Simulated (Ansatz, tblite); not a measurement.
Cost and result up the ladder for Ga(NH3)2H3 (GaN2H9) (12 atoms). Total charge 0; singlet. Geometry: PBE-D4/def2-SVP.

Cartesian coordinates in Å:
```
Ga 0.000 0.000 0.000
N 2.324 0.105 0.368
H 2.762 0.842 -0.198
H 2.784 -0.781 0.127
H 2.541 0.305 1.353
N -2.324 -0.105 -0.368
H -2.631 0.604 -1.046
H -2.851 0.052 0.500
H -2.606 -1.023 -0.736
H -0.107 -1.222 1.028
H 0.259 -0.282 -1.554
H -0.152 1.504 0.526
```

Ansatz on 2 threads of Arm Neoverse V1 on a shared host; xTB runs through tblite on one thread. Times are rough, summed over both states, and most runs start from the orbitals of an earlier one. PBE0-D4/def2-TZVP serves as the yardstick here, not as an exact answer. The other state is a doublet.

The xTB rows come from tblite. HOMO above LUMO, or a gap near zero within one spin, warns that the state may not be the lowest or that an electron is smeared out.

Run but left out: PBE-D4/def2-TZVP (charge +1 doublet: an occupied level 0.05 eV above an empty one).

Raw xTB energies of ions are shifted by several eV.

```
              level  functions  wall time
           GFN2-xTB         26    0.006 s
           GFN1-xTB         35    0.013 s
  PBE0-D4/def2-TZVP        164       10 s
r2SCAN-D4/def2-TZVP        164       17 s
```

(1) Estimate what each level gives for the vertical IE (eV).

Answers

(1) 
| level | vertical IE (eV) | difference from PBE0-D4/def2-TZVP (eV) | remarks |
| --- | --- | --- | --- |
| GFN2-xTB | 12.86 | 3.75 | – |
| GFN1-xTB | 14.00 | 4.89 | – |
| PBE0-D4/def2-TZVP | 9.11 | 0.00 | – |
| r2SCAN-D4/def2-TZVP | 8.91 | -0.20 | gap within one spin near zero (+1 doublet) |
